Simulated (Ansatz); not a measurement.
H₈HfN₄, SMILES `[NH2][Hf]([NH2])([NH2])[NH2]`, relaxed with RKS PBE0-D4/def2-TZVP in Ansatz from a GFN2-xTB geometry. The force threshold is 0.005 eV/Å; the program also tests the step.

The species carries charge 0 and has multiplicity 1. Hf takes the def2 core potential.

Start:

```xyz
13

N     1.636   -0.402    1.135
Hf   -0.010    0.008   -0.001
N    -1.738   -0.361    1.022
N     0.147    1.977   -0.520
N    -0.055   -1.202   -1.644
H     1.926   -1.382    1.144
H     2.468    0.120    0.845
H    -1.717   -0.194    2.031
H    -2.086   -1.318    0.916
H     0.707    2.531    0.134
H    -0.734    2.487   -0.616
H    -1.000   -1.404   -1.984
H     0.456   -0.862   -2.463
```

```json
{"step": "1", "energy (eV)": "-7396.3626", "largest force (eV/Å)": "0.981", "largest move (Å)": "0.000"}
{"step": "2", "energy (eV)": "-7396.5869", "largest force (eV/Å)": "0.862", "largest move (Å)": "0.156"}
{"step": "3", "energy (eV)": "-7396.8036", "largest force (eV/Å)": "0.492", "largest move (Å)": "0.200"}
{"step": "4", "energy (eV)": "-7396.8791", "largest force (eV/Å)": "0.317", "largest move (Å)": "0.200"}
{"step": "5", "energy (eV)": "-7396.9287", "largest force (eV/Å)": "0.724", "largest move (Å)": "0.197"}
{"step": "6", "energy (eV)": "-7396.9894", "largest force (eV/Å)": "0.369", "largest move (Å)": "0.200"}
{"step": "7", "energy (eV)": "-7397.0288", "largest force (eV/Å)": "0.162", "largest move (Å)": "0.200"}
{"step": "8", "energy (eV)": "-7397.0382", "largest force (eV/Å)": "0.059", "largest move (Å)": "0.092"}
{"step": "9 (rejected)", "energy (eV)": "-7397.0285", "largest force (eV/Å)": "0.309", "largest move (Å)": "0.141"}
{"step": "10", "energy (eV)": "-7397.0403", "largest force (eV/Å)": "0.007", "largest move (Å)": "0.044"}
{"step": "11", "energy (eV)": "-7397.0404", "largest force (eV/Å)": "0.002", "largest move (Å)": "0.009"}
{"step": "12", "energy (eV)": "-7397.0404", "largest force (eV/Å)": "0.003", "largest move (Å)": "0.006"}
```

End:

```xyz
13

N     1.796   -0.528    0.831
Hf    0.000    0.000   -0.001
N    -1.536   -0.600    1.215
N    -0.041    2.035   -0.222
N    -0.220   -0.908   -1.824
H     1.947   -1.170    1.595
H     2.683   -0.116    0.577
H    -2.104   -0.015    1.809
H    -1.895   -1.544    1.256
H     0.318    2.689    0.461
H    -0.341    2.554   -1.035
H    -1.105   -1.030   -2.297
H     0.498   -1.367   -2.365
```

Hardware: 2 threads of an AMD EPYC 7R13 on a shared host and a share of an NVIDIA H100 80 GB. Wall time 40 s, peak host memory 0.86 GiB.
